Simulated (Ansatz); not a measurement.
Task: Predict a relaxed structure of the cluster Cs2Cl2, charge 0, singlet, at PBE-D4/def2-TZVP (Ansatz).

Result: 
```csv
atom,x (Å),y (Å),z (Å)
Cs1,2.0591,-1.0151,0.1980
Cs2,-2.0591,1.0151,-0.1979
Cl3,-0.8917,-1.5766,1.1927
Cl4,0.8917,1.5765,-1.1928
```
Point group D2h (tolerance 0.1 Å). This is one stationary point.

In the def2 sets Cs takes a core potential; there is no spin–orbit coupling. The structure comes from a short search, and lower isomers may exist.
